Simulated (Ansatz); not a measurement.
Compare A (`CB[SiH](C)F`) with its isomer B (`BC[SiH](C)F`).

Program: Ansatz. Geometries: PBE0-D4/def2-TZVP. ΔE: electronic, gas phase. CCSD(T)/CBS is the MP2 limit (def2-TZVPP, def2-QZVPP) plus CCSD(T) − MP2 in def2-TZVPP, frozen cores. DFT in def2-TZVPP. B3LYP here is the variant with VWN-RPA as its local correlation; programs differ in this. One conformer a species, not always the lowest.

(1) Which is lower in electronic energy at CCSD(T)/CBS, and by how much? (Estimate.)

(2) Give E(B) − E(A) in kJ/mol with PBE0-D4, CCSD/def2-TZVPP, HF/def2-TZVPP, B3LYP, ωB97M-V, MP2/def2-TZVPP, r2SCAN-D4. (An estimate is asked.)

Largest T1 diagnostic: 0.011.

Answers

(1) The calculation gave: B, by 48.1 kJ/mol.

(2) The calculation gave: PBE0-D4 -41.9, CCSD/def2-TZVPP -47.1, HF/def2-TZVPP -46.8, B3LYP -41.2, ωB97M-V -51.2, MP2/def2-TZVPP -55.1, r2SCAN-D4 -46.0. None reverses the order clearly.

From PBE to PBE0 (25 % exact exchange), in def2-TZVPP and without D4, E(B) − E(A) moves by −4.0 kJ/mol.
